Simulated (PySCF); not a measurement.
Isomers of C7H15PSi.

All values: PBE0/pcSseg-1 (PySCF) at GFN2-xTB geometries, gas phase, one conformer each.

Problem. Rank by the lowest Hirshfeld charge on any atom, lowest value first.
A. `[CH2:1]=[CH:2][Si@H:3]([PH2:4])[CH:5]1[CH2:6][CH2:7][CH2:8][CH2:9]1` with C1–C2–Si3–P4 4°, C2–Si3–P4–H 71° and 164°, C2–Si3–C5–C6 -63°, Si3–C5–C6–C7 -165°, C5–C6–C7–C8 25°, C6–C7–C8–C9 1°, C7–C8–C9–C5 -26°
B. `[CH3:1][CH2:2][C:3]#[C:4][Si@H:5]([PH2:6])[CH:7]([CH3:8])[CH3:9]` with C4–Si5–P6–H -30° and 63°, C4–Si5–C7–C8 -175°
C. `[CH2:1]=[CH:2][C:3](=[CH2:4])[Si@H:5]([PH2:6])[CH2:7][CH2:8][CH3:9]` with C1–C2–C3–C4 -178°, C2–C3–Si5–P6 -174°, C3–Si5–P6–H -53° and 40°, C3–Si5–C7–C8 160°, Si5–C7–C8–C9 66°
D. `[CH2:1]=[C:2]1[CH2:3][Si@@H:4]([PH2:5])[C@H:6]1[CH:7]([CH3:8])[CH3:9]` with C3–Si4–P5–H -100° and -7°, Si4–C6–C7–C8 -67°

Solution. B (-0.186 e), D (-0.167 e), C (-0.156 e), A (-0.140 e).

Problem. Rank by LUMO energy, lowest first.
A. `[CH2:1]=[CH:2][Si@H:3]([PH2:4])[CH:5]1[CH2:6][CH2:7][CH2:8][CH2:9]1` with C1–C2–Si3–P4 4°, C2–Si3–P4–H 71° and 164°, C2–Si3–C5–C6 -63°, Si3–C5–C6–C7 -165°, C5–C6–C7–C8 25°, C6–C7–C8–C9 1°, C7–C8–C9–C5 -26°
B. `[CH2:1]=[C:2]1[CH2:3][Si@@H:4]([PH2:5])[C@@H:6]1[CH:7]([CH3:8])[CH3:9]` with C3–Si4–P5–H 148° and 55°, Si4–C6–C7–C8 -164°, C1–C2–C3–Si4 159°, C2–C3–Si4–P5 -105°, C3–Si4–C6–C7 105°, C1–C2–C6–Si4 -159°
C. `[CH2:1]=[CH:2][C:3](=[CH2:4])[Si@H:5]([PH2:6])[CH2:7][CH2:8][CH3:9]` with C1–C2–C3–C4 -178°, C2–C3–Si5–P6 -174°, C3–Si5–P6–H -53° and 40°, C3–Si5–C7–C8 160°, Si5–C7–C8–C9 66°
D. `[CH2:1]=[C:2]1[CH2:3][Si@@H:4]([PH2:5])[C@H:6]1[CH:7]([CH3:8])[CH3:9]` with C3–Si4–P5–H -100° and -7°, Si4–C6–C7–C8 -67°
E. `[CH3:1][CH2:2][CH2:3][C:4]1=[CH:5][CH2:6][Si@H:7]([PH2:8])[CH2:9]1` with C1–C2–C3–C4 64°, C2–C3–C4–C5 -103°, C6–Si7–P8–H 168° and 75°
F. `[CH2:1]=[CH:2][Si@@:3]1([PH2:4])[CH2:5][CH2:6][C@H:7]1[CH2:8][CH3:9]` with C1–C2–Si3–P4 3°, C2–Si3–P4–H 167° and 74°, C6–C7–C8–C9 -69°, C2–Si3–C5–C6 101°, Si3–C5–C6–C7 14°, C5–C6–C7–C8 -137°, C2–Si3–C7–C6 -99°

Solution. C (-1.01 eV), F (-0.55 eV), A (-0.32 eV), D (-0.14 eV), B (0.02 eV), E (0.55 eV).

Problem. Rank by the highest IAO charge on any atom, highest value first.
A. `[CH2:1]=[C:2]1[CH2:3][Si@@H:4]([PH2:5])[C@H:6]1[CH:7]([CH3:8])[CH3:9]` with C3–Si4–P5–H -100° and -7°, Si4–C6–C7–C8 -67°
B. `[CH2:1]=[CH:2][Si@H:3]([PH2:4])[CH:5]1[CH2:6][CH2:7][CH2:8][CH2:9]1` with C1–C2–Si3–P4 4°, C2–Si3–P4–H 71° and 164°, C2–Si3–C5–C6 -63°, Si3–C5–C6–C7 -165°, C5–C6–C7–C8 25°, C6–C7–C8–C9 1°, C7–C8–C9–C5 -26°
C. `[CH2:1]=[CH:2][Si@@:3]1([PH2:4])[CH2:5][CH2:6][C@@H:7]1[CH2:8][CH3:9]` with C1–C2–Si3–P4 -73°, C2–Si3–P4–H 42° and -50°, C6–C7–C8–C9 66°, C2–Si3–C5–C6 126°, Si3–C5–C6–C7 -14°, C5–C6–C7–C8 135°, C2–Si3–C7–C6 -127°
D. `[CH2:1]=[CH:2][C:3](=[CH2:4])[Si@H:5]([PH2:6])[CH2:7][CH2:8][CH3:9]` with C1–C2–C3–C4 -178°, C2–C3–Si5–P6 -174°, C3–Si5–P6–H -53° and 40°, C3–Si5–C7–C8 160°, Si5–C7–C8–C9 66°

Solution. C (+0.829 e), B (+0.725 e), D (+0.693 e), A (+0.671 e).

All values together:

```json
{"SMILES": "C=CC(=C)[Si@H](P)CCC", "μ (D)": "1.42", "HOMO (eV)": "-6.98", "LUMO (eV)": "-1.01", "lowest IAO charge (e)": "-0.523 (C)", "highest IAO charge (e)": "+0.693 (Si)", "lowest Hirshfeld charge (e)": "-0.156 (C)", "highest Hirshfeld charge (e)": "+0.307 (Si)"}
{"SMILES": "C=C[Si@H](P)C1CCCC1", "μ (D)": "1.06", "HOMO (eV)": "-7.31", "LUMO (eV)": "-0.32", "lowest IAO charge (e)": "-0.414 (C)", "highest IAO charge (e)": "+0.725 (Si)", "lowest Hirshfeld charge (e)": "-0.140 (C)", "highest Hirshfeld charge (e)": "+0.304 (Si)"}
{"SMILES": "CCC#C[Si@H](P)C(C)C", "μ (D)": "2.25", "HOMO (eV)": "-7.05", "LUMO (eV)": "0.11", "lowest IAO charge (e)": "-0.414 (C)", "highest IAO charge (e)": "+0.731 (Si)", "lowest Hirshfeld charge (e)": "-0.186 (C)", "highest Hirshfeld charge (e)": "+0.320 (Si)"}
{"SMILES": "C=C1C[Si@@H](P)[C@H]1C(C)C", "μ (D)": "0.71", "HOMO (eV)": "-7.05", "LUMO (eV)": "-0.14", "lowest IAO charge (e)": "-0.547 (C)", "highest IAO charge (e)": "+0.671 (Si)", "lowest Hirshfeld charge (e)": "-0.167 (C)", "highest Hirshfeld charge (e)": "+0.311 (Si)"}
{"SMILES": "C=C[Si@@]1(P)CC[C@@H]1CC", "μ (D)": "1.45", "HOMO (eV)": "-7.07", "LUMO (eV)": "-0.60", "lowest IAO charge (e)": "-0.536 (C)", "highest IAO charge (e)": "+0.829 (Si)", "lowest Hirshfeld charge (e)": "-0.168 (C)", "highest Hirshfeld charge (e)": "+0.336 (Si)"}
{"SMILES": "C=C[Si@@]1(P)CC[C@H]1CC", "μ (D)": "0.96", "HOMO (eV)": "-7.13", "LUMO (eV)": "-0.55", "lowest IAO charge (e)": "-0.541 (C)", "highest IAO charge (e)": "+0.829 (Si)", "lowest Hirshfeld charge (e)": "-0.169 (C)", "highest Hirshfeld charge (e)": "+0.330 (Si)"}
{"SMILES": "C=C1C[Si@@H](P)[C@@H]1C(C)C", "μ (D)": "1.09", "HOMO (eV)": "-6.96", "LUMO (eV)": "0.02", "lowest IAO charge (e)": "-0.542 (C)", "highest IAO charge (e)": "+0.682 (Si)", "lowest Hirshfeld charge (e)": "-0.167 (C)", "highest Hirshfeld charge (e)": "+0.309 (Si)"}
{"SMILES": "CCCC1=CC[Si@H](P)C1", "μ (D)": "0.92", "HOMO (eV)": "-6.79", "LUMO (eV)": "0.55", "lowest IAO charge (e)": "-0.544 (C)", "highest IAO charge (e)": "+0.723 (Si)", "lowest Hirshfeld charge (e)": "-0.166 (C)", "highest Hirshfeld charge (e)": "+0.317 (Si)"}
```

Conformers: `[CH2:1]=[CH:2][C:3](=[CH2:4])[Si@H:5]([PH2:6])[CH2:7][CH2:8][CH3:9]` with C1–C2–C3–C4 -178°, C2–C3–Si5–P6 -174°, C3–Si5–P6–H -53° and 40°, C3–Si5–C7–C8 160°, Si5–C7–C8–C9 66°; `[CH2:1]=[CH:2][Si@H:3]([PH2:4])[CH:5]1[CH2:6][CH2:7][CH2:8][CH2:9]1` with C1–C2–Si3–P4 4°, C2–Si3–P4–H 71° and 164°, C2–Si3–C5–C6 -63°, Si3–C5–C6–C7 -165°, C5–C6–C7–C8 25°, C6–C7–C8–C9 1°, C7–C8–C9–C5 -26°; `[CH3:1][CH2:2][C:3]#[C:4][Si@H:5]([PH2:6])[CH:7]([CH3:8])[CH3:9]` with C4–Si5–P6–H -30° and 63°, C4–Si5–C7–C8 -175°; `[CH2:1]=[C:2]1[CH2:3][Si@@H:4]([PH2:5])[C@H:6]1[CH:7]([CH3:8])[CH3:9]` with C3–Si4–P5–H -100° and -7°, Si4–C6–C7–C8 -67°; `[CH2:1]=[CH:2][Si@@:3]1([PH2:4])[CH2:5][CH2:6][C@@H:7]1[CH2:8][CH3:9]` with C1–C2–Si3–P4 -73°, C2–Si3–P4–H 42° and -50°, C6–C7–C8–C9 66°, C2–Si3–C5–C6 126°, Si3–C5–C6–C7 -14°, C5–C6–C7–C8 135°, C2–Si3–C7–C6 -127°; `[CH2:1]=[CH:2][Si@@:3]1([PH2:4])[CH2:5][CH2:6][C@H:7]1[CH2:8][CH3:9]` with C1–C2–Si3–P4 3°, C2–Si3–P4–H 167° and 74°, C6–C7–C8–C9 -69°, C2–Si3–C5–C6 101°, Si3–C5–C6–C7 14°, C5–C6–C7–C8 -137°, C2–Si3–C7–C6 -99°; `[CH2:1]=[C:2]1[CH2:3][Si@@H:4]([PH2:5])[C@@H:6]1[CH:7]([CH3:8])[CH3:9]` with C3–Si4–P5–H 148° and 55°, Si4–C6–C7–C8 -164°, C1–C2–C3–Si4 159°, C2–C3–Si4–P5 -105°, C3–Si4–C6–C7 105°, C1–C2–C6–Si4 -159°; `[CH3:1][CH2:2][CH2:3][C:4]1=[CH:5][CH2:6][Si@H:7]([PH2:8])[CH2:9]1` with C1–C2–C3–C4 64°, C2–C3–C4–C5 -103°, C6–Si7–P8–H 168° and 75°.
